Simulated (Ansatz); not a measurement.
Saddle point of BH$_{5}$SeO, closed shell (BH₃O ([BH2][OH]) + H₂Se → BH₃Se ([BH2][SeH]) + H₂O (still joined by a long B–O bond); bonds formed: B1–Se6, O2–H5; bonds broken: H5–Se6; bonds weakened to dative contacts: B1–O2), PBE0-D4/def2-TZVP structure:

| atom | x (Å) | y (Å) | z (Å) |
| --- | --- | --- | --- |
| B1 | -0.1327 | -0.7014 | -0.2703 |
| O2 | 0.1894 | 0.4994 | -1.1227 |
| H3 | 0.7921 | -1.4410 | -0.1127 |
| H4 | -1.2353 | -1.1468 | -0.4280 |
| H5 | 0.0448 | 1.1084 | 0.0923 |
| Se6 | -0.2716 | 0.5181 | 1.6088 |
| H7 | -0.5438 | 0.7207 | -1.7046 |
| H8 | 1.1573 | 0.4424 | 1.9371 |

Energies are electronic, without zero-point energy. Barriers and step energies count from the start structure reached by relaxing down the imaginary mode; all methods use the PBE0-D4 structures, on which another method's saddle can fall below an end. Computed with Ansatz 0.2.0 (basis: def2-TZVPP, with def2-QZVPP for the basis limit); correlated methods freeze the cores. Filled d shells of the heavier atoms are correlated. The def2 sets are not built for correlating such inner shells, so the correlated values are less sure here. B3LYP uses VWN-RPA correlation. Extrapolation: Hartree–Fock as exp(−7.88 √X), correlation as X^−2.97.

```
      method  barrier (kJ/mol)  step energy (kJ/mol)
       SPW92              30.6                  -8.7
      PBE-D4              63.3                  14.9
     BLYP-D4              89.4                  37.5
   r2SCAN-D4              76.5                  20.4
      B97M-V             100.2                  30.7
     PBE0-D4              77.2                  14.5
    B3LYP-D4                 ?                  35.2
  r2SCAN0-D4                 ?                  18.6
    BHLYP-D4             116.9                  36.6
CAM-B3LYP-D4             102.4                  33.4
     wB97X-V              98.9                  25.9
     wB97M-V              97.5                  25.2
      B2PLYP              99.5                  32.3
    PBE-QIDH              85.9                  14.5
  RPA on PBE                 ?                  31.9
          HF             171.3                  62.6
         MP2              86.1                  18.0
        CCSD             109.8                  30.6
     CCSD(T)              97.5                  25.4
```

Q: Fill in the withheld barriers. (Judge from chemistry; the value comes from the calculation.)

A: The calculation gives: RPA on PBE 97.4; B3LYP-D4 98.5; r2SCAN0-D4 85.5 kJ/mol. Each is the energy of the saddle less that of the start structure, by the same method.

For comparison, the barrier by CCSD(T) at an estimated basis limit (MP2 extrapolated from triple and quadruple zeta, plus CCSD(T) − MP2 in triple zeta) is 95.6 kJ/mol.

No T1 diagnostic of these runs exceeds 0.012.

Labels in which every atom is bracketed show which atoms are joined, not bond orders.

For scale, one of the runs: CCSD(T)/def2-TZVPP, 180 basis functions, launched by `ansatz run in.yaml --threads 4 --pin off --events-out ev --progress --plain --max-ram 9574MiB`. The run took 44 s on 4 CPU threads of an Arm Neoverse V1 (shared host), with 1.8 GiB of host memory at its peak.
